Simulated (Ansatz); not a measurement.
A structure relaxed at r2SCAN-D4/def2-SVP in Ansatz, charge 0, singlet:

Cartesian coordinates in Å:
```
Mo 0.823 0.689 -1.205
Mo 0.700 1.048 1.077
Mo -0.700 -1.048 -1.077
Mo -1.458 0.559 0.404
Mo 0.636 -1.248 0.801
```

Q: Give its formula and point group.

A: Mo₅. Point group D3h (tolerance 0.1 Å).

Q: Summarise the bond lengths by kind (pairs closer than 1.2 times the sum of covalent radii, bridged metal pairs left out).

A: 10 × Mo–Mo 2.31 to 3.31 Å.

In the def2 sets Mo takes a core potential; there is no spin–orbit coupling. The restricted singlet is unstable towards broken spin symmetry in Hartree–Fock (as tested in another run); at r2SCAN-D4/def2-SVP this wasn't settled. The relaxation made no stability test and no search for a lower SCF solution. No other spin state of charge 0 was run. Another isomer (quintet) lies 0.06 eV lower at PBE0-D4/def2-TZVP; other spin states weren't run for this one.
